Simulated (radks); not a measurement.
All-electron atom: W4+ in [Xe] 4f14 5d2. Calculated with a radial shooting solver on a logarithmic mesh with Libxc functionals: scalar-relativistic Kohn-Sham, PBE, spin-polarised, spherical densities, finite nucleus; open shells are filled with parallel spins first (spin-orbit coupling, left out, can overturn this in heavy ions); Fermi nuclear charge, rms radius 5.3658 fm.

Local quantities along the radius. ELF = 1/(1 + alpha^2) is the electron localisation function; alpha = (tau - tau_W)/tau_unif compares the Pauli kinetic energy density with that of the uniform gas (summed over spins). tau is taken from the large components.

r (bohr),ELF,alpha
0.001845,0.999,0.02775
0.002461,0.999,0.03204
0.003256,0.999,0.03879
0.004343,0.997,0.05047
0.005793,0.995,0.07145
0.007726,0.988,0.1124
0.01022,0.963,0.1966
0.01363,0.865,0.3947
0.01819,0.594,0.8264
0.02406,0.352,1.356
0.03209,0.392,1.246
0.0428,0.638,0.7530
0.05709,0.741,0.5905
0.07554,0.568,0.8718
0.1007,0.344,1.381
0.1344,0.561,0.8852
0.1778,0.724,0.6180
0.2371,0.420,1.174
0.3163,0.335,1.409
0.4218,0.692,0.6674
0.5582,0.636,0.7571
0.7444,0.365,1.320
0.9929,0.454,1.096
1.314,0.620,0.7830
1.752,0.438,1.132
2.337,0.130,2.587
3.117,0.019,7.181
4.124,0.001,30.05
5.501,0.000,299.9

On this mesh the ELF has minima near r = 0.028, 0.10, 0.27, 0.86 bohr, which separate the shells, and maxima near 0.057 (0.74), 0.18 (0.72), 0.48 (0.71), 1.3 (0.62).
